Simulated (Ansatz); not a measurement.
Wavefunction ladder for C5H15GeNO2 (`C[O][GeH]([NH]C(C)C)[O]C`)

```tsv
atom	x (Å)	y (Å)	z (Å)
C1	3.051	1.466	0.326
O2	2.444	1.152	-0.904
Ge3	0.702	0.881	-0.940
N4	0.237	-0.429	0.217
C5	-0.899	-0.388	1.118
C6	-2.092	-1.172	0.587
C7	-0.499	-0.870	2.505
O8	0.512	0.439	-2.641
C9	-0.762	0.067	-3.103
H10	4.132	1.471	0.175
H11	2.814	0.730	1.104
H12	2.754	2.459	0.690
H13	-0.118	2.130	-0.565
H14	0.608	-1.355	0.061
H15	-1.197	0.665	1.201
H16	-2.408	-0.789	-0.385
H17	-2.942	-1.118	1.272
H18	-1.829	-2.228	0.463
H19	0.331	-0.277	2.893
H20	-0.178	-1.916	2.467
H21	-1.335	-0.803	3.206
H22	-0.685	-0.139	-4.173
H23	-1.507	0.863	-2.967
H24	-1.135	-0.838	-2.607
```

The species carries charge 0 and has multiplicity 1. Correlated methods include outer-core shells of Ge, which these sets cover unevenly. Scalar relativity is left out up to krypton. All single points use the PBE0-D4/def2-TZVP geometry. It is one conformer, not always the lowest. Frozen core, restricted reference, Ansatz.

```tsv
basis	HF (Eh)	MP2 corr.	CCSD corr.	(T)	CCSD(T) total
def2-SVP	-2477.08439	-1.48778	-1.57189	-0.04451	-2478.70079
def2-TZVPP	-2477.82075	?	?	?	?
def2-QZVPP	-2477.88236	?	–	–	–
```

Problem. Fill in the withheld values. (Best estimate.)

Solution. The calculation gave: def2-TZVPP MP2 corr.: -1.82008; def2-TZVPP CCSD corr.: -1.88535; def2-TZVPP (T): -0.07337; def2-TZVPP CCSD(T) total: -2479.77947; def2-QZVPP MP2 corr.: -2.19121.
